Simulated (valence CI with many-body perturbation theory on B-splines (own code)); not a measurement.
## Energy levels of S XI

Computed by valence CI with perturbative core correlation (CI+MBPT): four valence electrons over a frozen Dirac-Fock core [He], a basis of 11 s, 11 p, 9 d, 7 f, 5 g, 2 h, 1 i functions for each j, with the one-electron correlation potential Σ1, the two-electron term Σ2, the three-electron term Σ3, Breit, model QED; selected CI, second order for the rest, scaled by the run's own slope (own B-spline code, finite nucleus).

No measured levels were compared; by estimate levels of excited configurations hold to 0.05 to 0.15 % of their energy, terms of the ground configuration to about 0.5 %. Among the levels kept, up to 250 cm⁻¹ of a level comes from second order outside the variational space, and about a tenth of that is noise between levels of different J, which matters for small intervals.

Levels 46 to 82 of 82, with energies above the lowest level, 2s2.2p2 3P_0. "Leading %" is the weight of the configuration and term that name the level; weights of strongly mixed levels are sums over their largest components and can fall short. Lifetimes count E1, E2, E3, M1 and M2 decay at the calculated energies, and are blank where another channel may lead or the interval is too uncertain; long ones can be off by a factor of two.

```
No.  Configuration  Term  J  E (cm⁻¹)  Leading %  Lifetime    Second component
 46      2s2.2p.3d   3P°  1   2561600         85    726 fs  10 % 2s2.2p.3d 3D°
 47      2s2.2p.3d   3P°  0   2562600         95    787 fs                    
 48      2s.2p2.3s    3P  0   2566600         91   3.56 ps    8 % 2s2.2p.3p 3P
 49      2s.2p2.3s    3P  1   2570300         91   3.52 ps    7 % 2s2.2p.3p 3P
 50      2s.2p2.3s    3P  2   2576900         91   3.49 ps    7 % 2s2.2p.3p 3P
 51      2s2.2p.3d   1F°  3   2589000         94    360 fs                    
 52      2s2.2p.3d   1P°  1   2589600         93    585 fs                    
 53      2s.2p2.3p   3S°  1   2607400         92   1.90 ps                    
 54      2s.2p2.3p   5D°  0   2611900         99    707 ps                    
 55      2s.2p2.3p   5D°  1   2613300         97   98.9 ps                    
 56      2s.2p2.3p   5D°  2   2615800         96   1.11 ns                    
 57      2s.2p2.3p   5D°  3   2619900         97   1.35 ns                    
 58      2s.2p2.3p   5D°  4   2625200         99   1.35 ns                    
 59      2s.2p2.3p   5P°  1   2627100         96   60.0 ps                    
 60      2s.2p2.3p   5P°  2   2628800         95    291 ps                    
 61      2s.2p2.3p   5P°  3   2632800         96    134 ps                    
 62      2s.2p2.3p   3D°  1   2650100         98   2.05 ps                    
 63      2s.2p2.3p   3D°  2   2653500         97   2.05 ps                    
 64      2s.2p2.3p   3D°  3   2658800         97   2.05 ps                    
 65      2s.2p2.3p   5S°  2   2663400         97    185 ps                    
 66      2s.2p2.3p   3P°  0   2670300         98   2.02 ps                    
 67      2s.2p2.3p   3P°  1   2671900         97   2.01 ps                    
 68      2s.2p2.3p   3P°  2   2674000         97   2.01 ps                    
 69      2s.2p2.3s    3D  1   2674100         97   2.89 ps                    
 70      2s.2p2.3s    3D  2   2674200         97   2.88 ps                    
 71      2s.2p2.3s    3D  3   2674300         97   2.86 ps                    
 72      2s.2p2.3s    1D  2   2706200         97   6.70 ps                    
 73      2s.2p2.3d    5F  1   2712000         98    534 ps                    
 74      2s.2p2.3d    5F  2   2713300         97    315 ps                    
 75      2s.2p2.3d    5F  3   2715400         96    218 ps                    
 76      2s.2p2.3d    5F  4   2718400         96    504 ps                    
 77      2s.2p2.3d    5F  5   2722400         99   1.85 ns                    
 78      2s.2p2.3d    5D  0   2730300         98    117 ps                    
 79      2s.2p2.3d    5D  1   2730500         96   22.7 ps                    
 80      2s.2p2.3d    5D  2   2730900         92   9.10 ps                    
 81      2s.2p2.3d    5D  3   2731900         88   5.54 ps    7 % 2s.2p2.3d 5P
 82      2s.2p2.3d    5D  4   2734500         96    861 ps
```
